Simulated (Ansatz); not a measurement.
Geometry optimisation, RKS PBE-D4/def2-SVP (Ansatz 0.2.0).

Input:

```yaml
crystal:
  periodic: [false, false, false]
  atoms:
    - { symbol: C, position_ang: [-1.3712, 0.246, 0.3299] }
    - { symbol: C, position_ang: [0.0228, 0.1639, -0.1739] }
    - { symbol: C, position_ang: [0.9765, 0.4501, 0.9546] }
    - { symbol: Si, position_ang: [0.3932, -1.5549, -0.8492] }
    - { symbol: Se, position_ang: [0.3356, 1.429, -1.6448] }
    - { symbol: H, position_ang: [-1.6231, -0.425, 1.1283] }
    - { symbol: H, position_ang: [-1.5817, 1.3143, 0.7164] }
    - { symbol: H, position_ang: [-2.0916, 0.1208, -0.5223] }
    - { symbol: H, position_ang: [2.061, 0.3924, 0.6477] }
    - { symbol: H, position_ang: [0.8541, 1.4731, 1.3948] }
    - { symbol: H, position_ang: [0.858, -0.2788, 1.8178] }
    - { symbol: H, position_ang: [0.1161, -2.543, 0.2398] }
    - { symbol: H, position_ang: [1.653, -1.6503, -1.3489] }
    - { symbol: H, position_ang: [-0.6383, -1.8154, -1.9354] }
    - { symbol: H, position_ang: [0.0137, 2.6272, -0.7256] }
basis:
  gaussian: { orbitals: def2-SVP }
hamiltonian:
  xc: pbe
  dispersion: d4
relax:
  f_tol: 0.015
  max_steps: 40
```

Run as:

```bash
$ ansatz run input.yaml --threads 2 --pin off --max-ram 3072MiB --backend cpu --events-out ev --progress --plain --runs-dir out
```

Problem. Where does it end, and by what steps?

Solution. The run converged. After 5 steps the energy has fallen by 0.464 eV; H15 moved furthest, 0.12 Å.

| step | energy less start (eV) | largest force component (eV/Å) | accepted |
| --- | --- | --- | --- |
| 0 | 0.0000 | 3.554 | yes |
| 1 | -0.4012 | 1.153 | yes |
| 2 | -0.4425 | 0.450 | yes |
| 3 | -0.4639 | 0.049 | yes |
| 4 | -0.4640 | 0.028 | yes |
| 5 | -0.4641 | 0.012 | yes |

```xyz
15
Properties=species:S:1:pos:R:3
C -1.430 0.294 0.343
C 0.023 0.182 -0.137
C 1.017 0.456 0.999
Si 0.337 -1.564 -0.874
Se 0.346 1.450 -1.656
H -1.631 -0.438 1.155
H -1.633 1.307 0.754
H -2.154 0.112 -0.476
H 2.069 0.394 0.656
H 0.861 1.472 1.424
H 0.876 -0.273 1.827
H 0.108 -2.575 0.220
H 1.753 -1.685 -1.366
H -0.616 -1.840 -2.005
H 0.052 2.659 -0.836
```

Time of the run: 24 s on 2 threads of Intel(R) Xeon(R) Platinum 8259CL CPU @ 2.50GHz (Skylake/Cascade Lake), on a shared host, peak memory 0.23 GiB.
